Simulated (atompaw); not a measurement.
# nitrogen (N): PAW (atompaw) pseudisation with PBEsol, scalar-relativistic reference atom.

```
Element                 : nitrogen (N)
Generator               : atompaw 4.2.0.5
Type                    : PAW
Functional              : PBEsol
Relativity              : scalar-relativistic
Frozen core             : [He]
Valence charge          : 5
Reference configuration : 2s1.5 2p3.5
Partial waves           : 2s (bound): rc 2.60 bohr; 2s channel at 3.75 Ry: rc 0.80 bohr; 2p (bound): rc 2.60 bohr; 2p channel at -0.2 Ry: rc 2.60 bohr
Local potential         : troulliermartins scheme with l = 2 at -0.5 Ry, radius 2.50 bohr
Core correction         : smooth core density matched at 1.75 bohr
Augmentation charge     : sinc compensation charge, radius 2.08 bohr; PAW radius 2.60 bohr; waves and projectors: custom rrkj gramschmidtortho
```

* Cutoffs needed: 10 Ry and 12 Ry (the cutoffs (Ry, on a coarse ladder) from which the occupation-weighted sum of valence levels, in a spherical-Bessel basis at the reference potential, stays within 10 and 1 mRy of its value at 400 Ry)
* Ghost test: ghost state, extra bound levels that the all-electron valence spectrum of the same l lacks: s at -12.6 eV; a true bound ghost makes a file unfit for plane-wave use (spherical-Bessel basis up to 400 Ry, 20 bohr box)
* Lowest eigenvalue of the overlap operator: 0.73 (p channel)
* Overlap eigenvalues printed by atompaw (projector basis): 0.0562, 6.54, 30.9, 246
* Share of each valence orbital outside the PAW sphere: 2s 4 %, 2p 10 %
